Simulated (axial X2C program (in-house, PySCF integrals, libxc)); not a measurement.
**Spin–orbit effects down a group: molecules with Li (ions), PBE0**

Calculated with an in-house relativistic program for diatomic molecules, spin-free (one-electron X2C) or two-component (2c: spin–orbit coupling with atomic mean-field Coulomb and Gaunt terms, which also bring small scalar terms), in Dyall basis sets with cores contracted in-house; open shells are unrestricted.

Basis sets: Ba dyall-av3z, Ca dyall-acv3z, Li dyall-av3z, Mg dyall-av3z, Sr dyall-acv3z.

| molecule | spin-free state | Re (Å) | ωe (cm⁻¹) | De (eV) | 2c state | Re 2c (Å) | ωe 2c (cm⁻¹) | De 2c (eV) |
| --- | --- | --- | --- | --- | --- | --- | --- | --- |
| LiMg⁻ | M_S = 0, Λ = 0 | 3.435 | 141.8 | 0.37 | Ω = 0 | 3.435 | 141.8 | 0.37 |
| LiCa⁻ | M_S = 0, Λ = 0 | 3.698 | 155.6 | 0.58 | Ω = 0 | 3.698 | 155.6 | 0.58 |
| LiSr⁻ | ? | ? | ? | ? | ? | ? | ? | ? |
| LiBa⁻ | M_S = 0, Λ = 0 | 3.979 | 149.2 | 0.69 | Ω = 0 | 3.975 | 149.4 | 0.69 |

**Question.** Estimate the 2c Re and ωe of LiSr⁻ as the mean of its neighbours in the table.

**Answer.** Re ≈ 3.837 Å, ωe ≈ 152.5 cm⁻¹. The PBE0 runs give the row below, so the estimate misses by -0.047 Å and 9.5 cm⁻¹.

```
molecule  spin-free state  Re (Å)  ωe (cm⁻¹)  De (eV)  2c state  Re 2c (Å)  ωe 2c (cm⁻¹)  De 2c (eV)
   LiSr⁻   M_S = 0, Λ = 0   3.884      143.0     0.57     Ω = 0      3.884         143.0        0.57
```

Fragments in 2c: Mg + Li-, Ca + Li-, Sr + Li-, Ba + Li-. Each entry is the lowest single determinant of a limited PBE0 search at one distance. De goes to single-determinant-based atoms at the same level (for ions the charge split of lowest energy) and is withheld (n/a) where an atom does not fit its ground term or J level. Main or longest-lived isotopes. One determinant is a doubtful description, or other states lie close, for LiMg⁻, LiCa⁻, LiSr⁻, LiBa⁻; these need not be ground states, and all values refer to the states named.
